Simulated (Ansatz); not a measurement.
F, charge -1, singlet (a gas-phase anion, which may not be bound at this level); MP2/def2-TZVP (Ansatz, an electronic-structure program).

Ansatz was given this input:
Ansatz 0.2 input:
```yaml
crystal:
  periodic: [false, false, false]
  atoms:
    - {symbol: F, position_ang: [0.00000000, 0.00000000, 0.00000000]}
basis:
  gaussian:
    orbitals: def2-TZVP
total_charge: -1
magnetization: {spin_polarized: false}
correlation: {method: mp2}
```

The log (banner, timings and long lists left out):

```
Functional definition: HF
205 factors; integrals over basis functions are off by at most 1.8e-4 eV
mean field evaluation 1: about -2704.4708 eV, gradient 3.5e1 eV
mean field evaluation 2: about -2704.5001 eV, gradient 3.5e1 eV
mean field evaluation 4: about -2705.9835 eV, gradient 8.5e-1 eV
mean field evaluation 8: about -2705.9868 eV, gradient 8.2e-4 eV
mean field -2705.98676319 eV, -99.4431793636 hartree, gradient 5.6e-6 eV, S^2 0.000000; 0 other end points of the search recorded, 0 dependent functions left out
1 core orbitals not correlated
reference -2705.98676319 eV, -99.4431793636 hartree; 4, 4 occupied and 26, 26 virtual orbitals, 205 factors
second order -7.42046491 eV of doubles, -0.00000000 eV of singles
Total energy: -2713.40722810 eV, -99.7158764192 hartree
```
